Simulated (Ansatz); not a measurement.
Total energies of (BeO)4 ring (Be4O4) from Ansatz at r2SCAN-D4/def2-TZVPD, gas phase (1 Eh = 27.2114 eV = 2625.5 kJ/mol). The reference geometry is relaxed at PBE-D4/def2-SVP.

```
                 state   geometry  energy (Eh)
      charge 0 singlet  reference   -360.32875
     charge -1 doublet  reference   -360.33255
free Be atom (singlet)          –    -14.64790
 free O atom (triplet)          –    -75.05928
```

Q: Work out the vertical electron affinity, to the doublet.

A: E(charge 0 singlet) − E(charge -1 doublet) = -360.32875 − (-360.33255) = 0.00380 Eh = 0.10 eV.

Q: What is the binding energy per atom against free atoms?

A: Atoms: 4 × (-14.64790) + 4 × (-75.05928) = -358.82872 Eh. Binding: -358.82872 − (-360.32875) = 1.50003 Eh = 40.82 eV, or 5.10 eV for each of 8 atoms (no zero-point energy, no counterpoise term).

At r2SCAN-D4/def2-TZVPD the highest occupied level of the charge -1 doublet lies above zero (up to 1.29 eV). By energy differences its removal costs 0.10 eV (vertical, to the charge 0 singlet, at r2SCAN-D4/def2-TZVPD); a positive level beside a positive removal energy at the same level points to self-interaction error.
